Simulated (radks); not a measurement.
All-electron atom: the selenium ion Se12+ in [Ne] 3p6 3d6 (not the ground configuration). Method: Dirac Kohn-Sham, LDA (Slater exchange, Perdew-Wang correlation), spin-unpolarised, spherical densities, finite nucleus; open shells fill j = l - 1/2 first; Fermi nuclear charge, rms radius 4.14 fm; computed with a radial shooting solver on a logarithmic mesh with Libxc functionals.

Spin-orbit splittings of the eigenvalues, e(l+1/2) - e(l-1/2), with zeta = 2 splitting/(2l+1) and mean radii in bohr:

| shell | occ. | splitting (eV) | zeta (eV) | <r> j=l-1/2 | <r> j=l+1/2 |
|---|---|---|---|---|---|
| 2p | 6 | 41.89 | 27.93 | 0.1681 | 0.1719 |
| 3p | 6 | 7.162 | 4.774 | 0.5324 | 0.5401 |
| 3d | 6 | 1.294 | 0.5177 | 0.5114 | 0.5137 |
| 4p | 0 | 1.949 | 1.300 | 1.192 | 1.203 |
| 4d | 0 | 0.3527 | 0.1411 | 1.263 | 1.266 |
| 4f | 0 | 0.05181 | 0.01480 | 1.275 | 1.276 |
